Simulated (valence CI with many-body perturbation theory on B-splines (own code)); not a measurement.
Level structure of Kr³¹⁺

Method: relativistic CI+MBPT: three valence electrons over a frozen Dirac-Fock core [He], radial functions for each j: 9 s, 9 p, 8 d, 6 f, 3 g, 1 h, with the one-electron correlation potential Σ1 (screened to all orders), the two-electron term Σ2, the three-electron term Σ3, Breit, model QED; selected single and double excitations, second order for the rest, scaled by the run's own slope (own B-spline code, finite nucleus).

The last digits are not significant, and no measured levels were compared; by estimate large intervals hold to a few tenths of a per cent, small ones and those within an open d or f shell to about a per cent.

Levels 1 to 45 of 59, with energies above the lowest level, (2s^2 2p1/2) J=1/2. "Leading %" is the weight of the configuration and term that name the level; weights of strongly mixed levels are sums over their largest components and can fall short, so below about 35 % the name and the second component can differ from the true leading terms, or belong to a minority configuration. In the jj column 3d3/2^4 stands for four electrons in 3d with j = 3/2. Lifetimes count E1, E2, E3, M1 and M2 decay at the calculated energies, and are blank where another channel may lead or the interval is too uncertain; long ones can be off by a factor of two.

```csv
No.,Configuration,Term,J,E (eV),Leading %,g,Lifetime,Leading jj
1,2s2 2p,2P°,1/2,0.0,99,0.655,,2s^2 2p1/2 (99 %)
2,2s2 2p,2P°,3/2,61.1,98,1.326,936 ns,2s^2 2p3/2 (98 %)
3,2s 2p2,4P,1/2,86.5,82,2.489,803 ps,2s 2p1/2^2 (83 %)
4,2s 2p2,4P,3/2,125.7,97,1.704,8.92 ns,2s 2p1/2 2p3/2 (97 %)
5,2s 2p2,4P,5/2,143.1,70,1.472,1.08 ns,2s 2p1/2 2p3/2 (86 %)
6,2s 2p2,2D,3/2,177.3,82,0.892,20.7 ps,2s 2p1/2 2p3/2 (94 %)
7,2s 2p2,2P,1/2,186.5,73,1.099,10.0 ps,2s 2p1/2 2p3/2 (80 %)
8,2s 2p2,2D,5/2,207.1,70,1.313,71.1 ps,2s 2p3/2^2 (86 %)
9,2s 2p2,2S,1/2,251.6,71,1.724,12.0 ps,2s 2p3/2^2 (93 %)
10,2s 2p2,2P,3/2,253.0,82,1.249,7.77 ps,2s 2p3/2^2 (91 %)
11,2p3,4S°,3/2,279.8,50,1.560,12.3 ps,2p1/2^2 2p3/2 (90 %)
12,2p3,2D°,3/2,326.7,56,1.294,11.1 ps,2p1/2 2p3/2^2 (93 %)
13,2p3,2D°,5/2,338.8,100,1.192,14.3 ps,2p1/2 2p3/2^2 (100 %)
14,2p3,2P°,1/2,363.7,99,0.655,8.02 ps,2p1/2 2p3/2^2 (99 %)
15,2p3,2P°,3/2,410.3,62,1.258,7.44 ps,2p3/2^3 (96 %)
16,2s2 3s,2S,1/2,2099.5,96,1.998,88.2 fs,2s^2 3s (96 %)
17,2s2 3p,2P°,1/2,2132.9,94,0.668,1.48 ps,2s^2 3p1/2 (94 %)
18,2s2 3p,2P°,3/2,2150.0,91,1.338,997 fs,2s^2 3p3/2 (91 %)
19,2s 2p 3s,4P°,1/2,2165.3,92,2.505,90.0 fs,2s 2p1/2 3s (97 %)
20,2s 2p 3s,4P°,3/2,2175.6,77,1.637,81.8 fs,2s 2p1/2 3s (86 %)
21,2s2 3d,2D,3/2,2179.6,96,0.798,11.8 fs,2s^2 3d3/2 (96 %)
22,2s2 3d,2D,5/2,2184.9,96,1.198,12.8 fs,2s^2 3d5/2 (96 %)
23,2s 2p 3s,2P°,1/2,2186.5,93,0.741,127 fs,2s 2p1/2 3s (92 %)
24,2s 2p 3p,4D,1/2,2194.0,74,0.220,133 fs,2s 2p1/2 3p1/2 (99 %)
25,2s 2p 3p,4D,3/2,2203.3,59,1.199,125 fs,2s 2p1/2 3p1/2 (89 %)
26,2s 2p 3p,4P,3/2,2217.7,27,1.445,90.4 fs,2s 2p1/2 3p3/2 (96 %)
27,2s 2p 3p,4P,1/2,2218.2,62,2.156,98.3 fs,2s 2p1/2 3p1/2 (90 %)
28,2s 2p 3s,4P°,5/2,2224.9,97,1.592,62.8 fs,2s 2p3/2 3s (97 %)
29,2s 2p 3p,2P,1/2,2225.1,51,1.141,34.8 fs,2s 2p1/2 3p3/2 (86 %)
30,2s 2p 3p,4D,5/2,2226.1,69,1.375,1.12 ps,2s 2p1/2 3p3/2 (87 %)
31,2s 2p 3p,2D,3/2,2230.4,53,1.232,40.2 fs,2s 2p1/2 3p3/2 (91 %)
32,2s 2p 3s,2P°,3/2,2237.6,81,1.361,82.1 fs,2s 2p3/2 3s (95 %)
33,2s 2p 3d,4F°,3/2,2238.1,78,0.530,70.4 fs,2s 2p1/2 3d3/2 (95 %)
34,2s 2p 3d,4F°,5/2,2245.3,72,1.089,36.6 fs,2s 2p1/2 3d3/2 (53 %)
35,2s 2p 3d,4P°,5/2,2252.4,43,1.364,17.0 fs,2s 2p1/2 3d5/2 (68 %)
36,2s 2p 3d,4D°,3/2,2255.6,49,1.306,10.4 fs,2s 2p1/2 3d3/2 (63 %)
37,2s 2p 3d,4D°,1/2,2256.1,73,0.319,8.34 fs,2s 2p1/2 3d3/2 (88 %)
38,2s 2p 3d,4F°,7/2,2256.6,58,1.269,19.2 fs,2s 2p1/2 3d5/2 (88 %)
39,2s 2p 3p,4P,3/2,2262.6,51,1.594,110 fs,2s 2p3/2 3p1/2 (96 %)
40,2s 2p 3p,4P,5/2,2265.2,38,1.386,66.1 fs,2s 2p3/2 3p1/2 (93 %)
41,2s 2p 3d,2D°,3/2,2265.5,49,0.996,16.0 fs,2s 2p1/2 3d5/2 (56 %)
42,2s 2p 3d,2F°,5/2,2267.5,64,1.025,15.7 fs,2s 2p1/2 3d5/2 (80 %)
43,2s 2p 3p,4D,7/2,2272.9,100,1.423,25.1 ps,2s 2p3/2 3p3/2 (100 %)
44,2s 2p 3s,2P°,1/2,2273.2,94,0.725,61.4 fs,2s 2p3/2 3s (90 %)
45,2s 2p 3s,2P°,3/2,2275.3,85,1.324,120 fs,2s 2p3/2 3s (85 %)
```

Where two levels of one J and parity lie close, their mixing, g and order are uncertain.

The ionisation energy to 2s2 1S_0 of the next ion comes out as 3753.1 eV (NIST: 3752 ± 2.5 eV (semi-empirical)). All 59 levels together are meant to be complete up to 2319.7 eV.
